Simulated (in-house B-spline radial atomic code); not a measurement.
Values are calculated unless marked as measured or tabulated.
## Building a PAW s channel for Zn, r_c = 2 bohr

Zn, [Ar] 3d10 4s2, non-relativistic PBE, spherical and spin-unpolarised, from an all-electron radial atomic-structure program (B-spline basis) (atomic units; all potentials screened as in the neutral atom).

Two all-electron partial waves φ1, φ2 are integrated outwards at E1 = ε(4s) = -0.214083 and E2 = E1 + 1.5 hartree; φ1 is the bound orbital and φ2 has unit norm inside r_c = 1.9982 bohr. Smooth partners are polynomials, r^1(a0 + a1 r² + a2 r⁴ + a3 r⁶), matched to φ and three derivatives at r_c, with no condition on the norm. The local potential is -4.92345 + (3.05088) r² + (-0.792664) r⁴ + (0.0755087) r⁶ inside 1.636 bohr and the all-electron one outside.

| wave | φ(r_c) | φ'(r_c) | a0 | a1 | a2 | a3 |
| --- | --- | --- | --- | --- | --- | --- |
| 1 | 0.6494791 | 0.06494709 | 0.2945322 | 0.07864792 | -0.0254984 | 0.001932003 |
| 2 | 0.3462747 | -2.230303 | 1.614226 | -0.3379465 | -0.02648921 | 0.005195506 |

Inside r_c the overlaps are <φi φj> = [[0.28326, 0.49034], [0.49034, 1.00000]] and, for the smooth waves, [[0.32580, 0.68424], [0.68424, 1.82541]]. With χj = (Ej − T − V_local) applied to smooth wave j, the program's quadrature gives the matrix B_ij = <smooth i, χj> as [[0.29996, 1.29843], [1.00758, 4.48833]].

Task: Check the match of the first wave, and find the augmentation charges q_ij.

Result: At r_c the four terms are 0.58853, 0.62749, -0.81228, 0.24574, which sum to 0.6495, φ1(r_c) to rounding. q_ij is the all-electron overlap less the smooth one: [[-0.04254, -0.19390], [-0.19390, -0.82541]]. The smooth first wave has a norm of 0.3258 inside r_c against 0.2833, so q11 is negative and must stay small enough for the overlap operator to be positive.

Task: B isn't symmetric. Show that D_ij = B_ij + Ej q_ij is.

Result: Integrating by parts gives B12 − B21 = (E1 − E2) q12: 1.29843 − (1.00758) = 0.29085, and −1.5 × (-0.19390) = 0.29085. So D12 = 1.29843 + (1.285917)(-0.19390) = 1.04909 and D21 = 1.00758 + (-0.214083)(-0.19390) = 1.04909; D11 = 0.30907, D22 = 3.42692. The projectors, p = (B⁻¹)ᵀ χ, are dual to the smooth waves; det B = 0.038.

Solving (T + V_local + Σ p D p) ψ = E (1 + Σ p q p) ψ in a sphere of 9 bohr, whose wall lifts the free-atom level a little, gives these levels:

```
all-electron  one projector  two projectors
   -0.213845      -0.213845      -21.162200
    0.079956       0.079168       -0.213845
    0.409979       0.401035        0.079953
    0.894077       0.799746        0.409970
    1.525600       1.074800        0.894069
```

Task: What does the second projector gain?

Result: With one projector the errors are 0.00, -0.79, -8.94, -94.33 millihartree, and the level at 1.0748 is out of step with the all-electron series: an extra state, or one far too low, so the pairing ends there. With two a ghost lies below the reference level, so the set fails. The lowest eigenvalue of the overlap operator is 0.6802 with one and 0.008245 with two projectors. The smooth orbital alone needs a cutoff of 4.15 hartree for 1 millihartree of kinetic energy, against 10.2 for a norm-conserving Troullier-Martins orbital of the same radius, which is no gain while the set fails.
